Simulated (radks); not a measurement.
All-electron atom: Os I in [Xe] 4f14 5d6 6s2 (the NIST ground configuration). All-electron calculation, Dirac Kohn-Sham, exchange-only LDA, spin-unpolarised, spherical densities, finite nucleus; open shells are shared between the two j in proportion to 2j + 1; Fermi nuclear charge, rms radius 5.4126 fm. Program: a radial shooting solver on a logarithmic mesh with Libxc functionals. Some entries of the table are withheld. Estimate them.

| orbital | occ. | eigenvalue (hartree) | <r> (bohr) |
|---|---|---|---|
| 1s1/2 | 2 | -2707.390 | 0.01775 |
| 2s1/2 | 2 | -471.1995 | 0.07431 |
| 2p1/2 | 2 | -451.3936 | 0.06132 |
| 2p3/2 | 4 | -395.1887 | 0.06951 |
| 3s1/2 | 2 | -109.5841 | (1) |
| 3p1/2 | 2 | -100.6759 | (2) |
| 3p3/2 | 4 | -88.42322 | (3) |
| 3d3/2 | 4 | -73.40028 | 0.1735 |
| 3d5/2 | 6 | -70.74378 | 0.1781 |
| 4s1/2 | 2 | -23.05338 | 0.4321 |
| 4p1/2 | 2 | (4) | 0.4358 |
| 4p3/2 | 4 | (5) | 0.4697 |
| 4d3/2 | 4 | -10.26174 | 0.4828 |
| 4d5/2 | 6 | -9.72702 | 0.4942 |
| 5s1/2 | 2 | -3.31545 | 1.007 |
| 5p1/2 | 2 | -2.15666 | 1.099 |
| 4f5/2 | 6 | -1.91841 | 0.5529 |
| 4f7/2 | 8 | -1.81528 | 0.5611 |
| 5p3/2 | 4 | -1.70285 | 1.202 |
| 5d3/2 | 2.4 | -0.21707 | 1.784 |
| 6s1/2 | 2 | -0.19713 | 3.017 |
| 5d5/2 | 3.6 | -0.17876 | 1.873 |
| 6p1/2 | 0 | (6) | 4.488 |
| 6p3/2 | 0 | (7) | 5.352 |

Answer. 
(1) 3s1/2 <r> (bohr): 0.1936
(2) 3p1/2 <r> (bohr): 0.1836
(3) 3p3/2 <r> (bohr): 0.1987
(4) 4p1/2 eigenvalue (hartree): -19.31162
(5) 4p3/2 eigenvalue (hartree): -16.42481
(6) 6p1/2 eigenvalue (hartree): -0.03859
(7) 6p3/2 eigenvalue (hartree): -0.02067
